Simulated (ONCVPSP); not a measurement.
## silicon (Si): one change to an ONCV potential, before and after

Si, optimised norm-conserving Vanderbilt (ONCV), made with ONCVPSP 4.0.1 (PBEsol, scalar-relativistic). Core [Ne], reference 3s2 3p1.5 (charge +0.5). Waves: 3s: rc 1.95 bohr, ncon 3, nbas 7, qcut 3 1/bohr, 1 projector; 3p: rc 1.80 bohr, ncon 4, nbas 7, qcut 4.4 1/bohr, 3 projectors, debl 3.6 Ha; d scattering state at 0.25 Ha: rc 1.85 bohr, ncon 4, nbas 8, qcut 5.9 1/bohr, 2 projectors, debl 3.1 Ha. Local part: polynomial inside 1.55 bohr (lpopt 5, dvloc0 0 Ha). Core correction: Teter function, fcfact 4.75, rcfact 1.2.

Change: all radii but the core radius scaled by about 0.88 (s 1.72, p 1.58, d 1.64 bohr); local potential polynomial inside 1.36 bohr (lpopt 5, dvloc0 0 Ha).

Cutoffs: the cutoffs (Ha) at which the residual kinetic energy of the hardest occupied pseudo-wave falls to 1 and 0.1 mHa per electron; they do not see the model core or the augmentation charge, which bear on the density cutoff. Errors are all-electron minus pseudo energies relative to the spin-unpolarised reference configuration.

Problem. How do hardness, ghosts and transferability respond?

Solution. The potential gets harder (12 Ha and 38 Ha → 24 Ha and 49 Ha); the lowest positive-energy flag moves from none to s at 27.9 eV; the number of tests with a reliable result goes from 4 to 1; neither file shows a bound ghost. A smaller radius makes the pseudo-wave follow the all-electron one further in, where it bends more sharply, so more plane waves are needed.

```tsv
quantity	base	changed
cutoff, loose	12 Ha	24 Ha
cutoff, tight	38 Ha	49 Ha
loose cutoff by channel	s 12 Ha, p 3.5 Ha	s 24 Ha, p 3.5 Ha
bound ghosts	none	none
GHOST(+) flags under 300 eV	none	s at 27.9 eV
tests with a reliable result	4 of 4	1 of 4
error for 3s2 3p2, meV [ΔE -2.91 eV]	+0.7	+4.5
rms error of d²Exc/dni dnj with the model core, mHa	0.46	0.23
```

Base: The cutoffs count occupied waves only; projector 2 of the d channel, the hardest unoccupied one, needs 37 Ha at the loose tolerance. Changed file: The cutoffs count occupied waves only; projector 2 of the p channel, the hardest unoccupied one, needs 75 Ha at the loose tolerance.
